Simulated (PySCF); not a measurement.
PySCF 2.14 output of an unrestricted r2SCAN calculation on a single atom or ion in cc-pVTZ-DK (7s6p4d2f1g, 68 functions), with scalar relativity by spin-free X2C-1e:

```
SCF conv_tol = 1e-09
number electrons alpha = 14  beta = 11
    J. W. Furness, A. D. Kaplan, J. Ning, J. P. Perdew, and J. Sun.,  J. Phys. Chem. Lett. 11, 8208-8215 (2020)
    J. W. Furness, A. D. Kaplan, J. Ning, J. P. Perdew, and J. Sun.,  J. Phys. Chem. Lett. 11, 9248-9248 (2020)
    J. W. Furness, A. D. Kaplan, J. Ning, J. P. Perdew, and J. Sun.,  J. Phys. Chem. Lett. 11, 8208-8215 (2020)
    J. W. Furness, A. D. Kaplan, J. Ning, J. P. Perdew, and J. Sun.,  J. Phys. Chem. Lett. 11, 9248-9248 (2020)
cycle= 1 E= -1392.28716884612  delta_E= -0.0083  |g|= 0.0621  |ddm|= 0.521
cycle= 2 E= -1392.28641291397  delta_E= 0.000756  |g|= 0.0976  |ddm|= 0.121
cycle= 3 E= -1392.28786628454  delta_E= -0.00145  |g|= 0.00377  |ddm|= 0.0901
cycle= 4 E= -1392.28786892514  delta_E= -2.64e-06  |g|= 0.000515  |ddm|= 0.0026
cycle= 5 E= -1392.28786897853  delta_E= -5.34e-08  |g|= 1.77e-05  |ddm|= 0.000416
cycle= 6 E= -1392.28786897869  delta_E= -1.64e-10  |g|= 1.82e-06  |ddm|= 4.11e-05
converged SCF energy = -1392.28786897869  <S^2> = 3.7519117  2S+1 = 4.0009558
```

The run itself started from symmetry-adapted Hartree-Fock orbitals and held the occupation by maximum overlap, on a logarithmic radial grid, so the iterations belong to that start.

Question: Which element, charge and spin multiplicity is this?

Answer: Co²⁺ (cobalt, charge +2), multiplicity 4; the state was [Ar] 3d7, high-spin 4F determinant.
